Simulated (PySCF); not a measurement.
PySCF input:

```python
from pyscf import gto, scf, dft

mol = gto.M(
    atom='''
    Te    0.00000000    0.00000000    0.00000000
    Cl    0.00000000    0.00000000    2.60950906
    Cl   -0.00000000   -0.00000000   -2.60950906
    ''',
    basis='def2-tzvpd',
    ecp='def2-tzvp',
    charge=-1,
    spin=1,
    symmetry='D2h',
    verbose=4,
)

mf = dft.UKS(mol, xc='tpssh').density_fit(auxbasis='def2-universal-jkfit')
mf.grids.level = 3
mf.conv_tol = 1e-9
mf.max_cycle = 100
mf.max_memory = 1500
mf.kernel()
if not mf.converged:
    mf = mf.newton()
    mf.kernel(mf.make_rdm1())
mf.analyze()
```

Q: Predict the final energy.

A: -1188.52811 Eh (TPSSh/def2-TZVPD).
